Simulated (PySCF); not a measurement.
SMILES [SiH3]O[SiH2][SiH2]Cl (GFN2-xTB optimised geometry):

```
12

Si     1.379    -2.068    -0.038
O      0.550    -0.677    -0.009
Si     0.165     0.898     0.000
Si    -2.138     0.898     0.000
Cl    -2.793     2.822     0.000
H      2.793    -1.765    -0.244
H      0.810    -2.822    -1.152
H      1.135    -2.693     1.259
H      0.809     1.480     1.185
H      0.806     1.494    -1.180
H     -2.785     0.278    -1.164
H     -2.783     0.279     1.166
```

Level of theory: PySCF with PBE0/def2-TZVP.

Question: What are the frontier orbital energies and the dipole moment?

Answer: HOMO-2 -8.84 eV, HOMO-1 -8.73 eV, HOMO -8.02 eV, LUMO -1.05 eV, LUMO+1 -0.08 eV; dipole moment 1.69 D.

Meta-Löwdin charges at PBE0/def2-TZVP: Si1 0.77, O2 -0.86, Si3 0.67, Si4 0.42, Cl5 -0.31, H6 -0.12, H7 -0.11, H8 -0.11, H9 -0.10, H10 -0.10, H11 -0.08, H12 -0.08.
